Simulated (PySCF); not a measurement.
**Pd(2+) (palladium, charge +2) across methods**

[Kr] 4d7 5p1, one real determinant (an excited configuration). All numbers are calculated (PySCF 2.14, scalar relativity through the core potential, in aug-cc-pVTZ-PP with ECP28MDF (6s6p5d3f2g, 88 functions)).

```json
{"method": "BLYP", "E (hartree)": "-125.9070", "mean ε 4d α (eV)": "-33.059", "mean ε 4d β (eV)": "-31.101", "mean ε 5p α (eV)": "-16.700", "Σ⟨r²⟩ (bohr²)": "33.89", "⟨S²⟩": "6.001"}
{"method": "PBEsol", "E (hartree)": "-125.7637", "mean ε 4d α (eV)": "-33.237", "mean ε 4d β (eV)": "-30.975", "mean ε 5p α (eV)": "-16.868", "Σ⟨r²⟩ (bohr²)": "33.82", "⟨S²⟩": "6.001"}
{"method": "r2SCANh", "E (hartree)": "-125.9754", "mean ε 4d α (eV)": "-34.702", "mean ε 4d β (eV)": "-32.157", "mean ε 5p α (eV)": "-17.228", "Σ⟨r²⟩ (bohr²)": "33.76", "⟨S²⟩": "6.002"}
{"method": "r2SCAN", "E (hartree)": "-125.9866", "mean ε 4d α (eV)": "-33.857", "mean ε 4d β (eV)": "-31.344", "mean ε 5p α (eV)": "-16.980", "Σ⟨r²⟩ (bohr²)": "33.74", "⟨S²⟩": "6.002"}
{"method": "UHF", "E (hartree)": "-125.29076", "mean ε 4d α (eV)": "-41.443", "mean ε 4d β (eV)": "-38.478", "mean ε 5p α (eV)": "-18.909", "Σ⟨r²⟩ (bohr²)": "34.34", "⟨S²⟩": "6.005"}
{"method": "LDA", "E (hartree)": "-125.6600", "mean ε 4d α (eV)": "-33.385", "mean ε 4d β (eV)": "-31.058", "mean ε 5p α (eV)": "-17.005", "Σ⟨r²⟩ (bohr²)": "33.87", "⟨S²⟩": "6.000"}
{"method": "PBE0", "E (hartree)": "-125.9409", "mean ε 4d α (eV)": "-35.546", "mean ε 4d β (eV)": "-33.210", "mean ε 5p α (eV)": "-17.496", "Σ⟨r²⟩ (bohr²)": "33.86", "⟨S²⟩": "6.001"}
```

Estimate the same row for PBE.

E (hartree) = -125.9439; mean ε 4d α (eV) = -33.276; mean ε 4d β (eV) = -31.121; mean ε 5p α (eV) = -16.851; Σ⟨r²⟩ (bohr²) = 33.85; ⟨S²⟩ = 6.001.

⟨L²⟩ = 13.75 against 20 for a pure G term, so this real determinant mixes terms. Energies and moments cover only the electrons outside the core potential.
